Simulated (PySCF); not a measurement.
**Calculated properties of `[SiH3][Si]([SiH3])([SiH3])[Si@H](C)CC`**

Species: C₃H₁₈Si₅.
Numbering: `[CH3:1][CH2:2][Si@@H:3]([CH3:4])[Si:5]([SiH3:6])([SiH3:7])[SiH3:8]` (hydrogens: H9, H10, H11 on C1; H12, H13 on C2; H14 on Si3; H15, H16, H17 on C4; H18, H19, H20 on Si6; H21, H22, H23 on Si7; H24, H25, H26 on Si8)

Structural features include: Si–H bond and C–Si bond.

From PBE0-D3(BJ)/def2-SVP geometry optimisation, gas phase (PySCF):

```yaml
Point_group: C1
Rotational_constants_A_B_C: 0.816, 0.581, 0.527 GHz
```

From CAM-B3LYP/def2-SVPD ground state, ΔSCF and vertical TDDFT (core frozen in the response) (PySCF):

```yaml
Dipole_moment: 1.36 D
HOMO_energy: -8.70 eV
LUMO_energy: 0.74 eV
HOMO–LUMO_gap: 9.44 eV
Lowest_singlet_excitation: 6.42 eV (193 nm, f = 0.008)
Strongest_line_among_the_10_lowest_singlet_transitions: S2 at 6.46 eV (192 nm, f = 0.012)
Lowest_triplet_excitation_Tamm–Dancoff: 5.83 eV
Static_isotropic_polarisability: 187.2 au
Vertical_ionisation_energy: 9.08 eV
Electronic_spatial_extent_⟨r²⟩_about_the_centre_of_nuclear_charge: 2778 bohr²
```

PBE0/pcSseg-1 ground state and GIAO shieldings, non-relativistic (PySCF):

```yaml
Lowest_Hirshfeld_atomic_charge: -0.21 e on C4
Highest_Hirshfeld_atomic_charge: +0.28 e on Si3
13C_chemical_shifts_computed_TMS_as_zero_by_class: 10.8 (C1), 8.2 (C2), -6.5 (C4) ppm
1H_chemical_shifts_computed_TMS_as_zero_by_class: 4.33 (H14), 3.72 (H18/H19/H20/H21/H22/H23/H24/H25/H26), 1.03 (H9/H10/H11), 0.84 (H12), 0.66 (H13), 0.29 (H15/H16/H17) ppm
Isotropic_shieldings_of_nuclei_other_than_C_and_H_by_class: 380 (Si3), 452 (Si6/Si7/Si8), 513 (Si5) ppm
Mayer_bond_orders_between_heavy_atoms: C1–C2 1.05, C2–Si3 0.92, Si3–C4 0.96, Si3–Si5 0.82, Si5–Si6 0.89, Si5–Si7 0.88, Si5–Si8 0.88
```

Monoisotopic mass (most abundant isotopes): 194.0255 u.

No computed singlet falls in the visible range (750 to 380 nm, 1.65 to 3.26 eV); S1 lies 3.16 eV above its blue end. The dipole equals about 4.5 × 10⁻³⁰ C·m (1 D = 3.33564 × 10⁻³⁰ C·m). The largest Löwdin shares of the HOMO are 0.30 on Si5, 0.23 on Si3, 0.09 on C2 and 0.08 on Si6. The 10 singlets span 6.42 to 6.96 eV, and their oscillator strengths add up to 0.04. The principal polarisabilities are 178.6, 186.7 and 196.3 au; their mean is the isotropic value. S1 lies 3.02 eV below the HOMO–LUMO gap; its leading configuration is HOMO→LUMO, weight 0.71.

 NMR classes are plain means over equivalent atoms (diastereotopic ones count apart unless rotation or inversion swaps them), as if these changed places fast; in this geometry the members of some classes differ.

For the TDDFT job (CAM-B3LYP/def2-SVPD), the run took 9.8 min on an x86-64 server with one thread, no GPU, on a shared host.

Shape of the structure used: `[CH3:1][CH2:2][Si@@H:3]([CH3:4])[Si:5]([SiH3:6])([SiH3:7])[SiH3:8]`: C1–C2–Si3–C4 -62°, C2–Si3–Si5–Si6 160°.

One conformer stands for the species.
